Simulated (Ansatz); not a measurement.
`[NH2][Hf]([F])([F])[Cl]` + H–F → `[F][Hf]([F])([F])[Cl]` + NH₃  (ligand exchange at the Hf–N bond)

Computed with Ansatz on PBE0-D4/def2-TZVP structures; ΔE is electronic, products minus reactants. CCSD(T)/CBS is the MP2 limit (def2-TZVPP, def2-QZVPP) plus CCSD(T) − MP2 in def2-TZVPP, frozen cores. This one scheme is used for every species. DFT in def2-TZVPP. B3LYP here is the variant with VWN-RPA as its local correlation; programs differ in this. Elements past krypton have def2 core potentials. For Hf outer-core shells are correlated without core-valence functions, which leaves a few kJ/mol of doubt a bond. One conformer a species, not always the lowest.

```csv
level,ΔE (eV)
B3LYP-D4,-1.15
r2SCANh-D4,-1.17
PBE,-1.17
r2SCAN,-1.20
```

(1) What does CCSD(T)/CBS give? (Estimate.)

Largest T1 diagnostic among the species: 0.016.

Answers

(1) Ansatz gave: -1.07 eV. The listed levels differ from it by -0.08, -0.10, -0.10, -0.13 eV.

The D4 term adds +0.05 eV with B3LYP and +0.03 eV with PBE0; it sums over pairs of atoms, weighted by their polarisabilities, and B3LYP, whose exchange is more repulsive, gets the larger term. In def2-TZVPP, CCSD(T) changes the Hartree–Fock value by +0.12 eV (the triples alone add +0.01 eV) and MP2 by +0.15 eV.
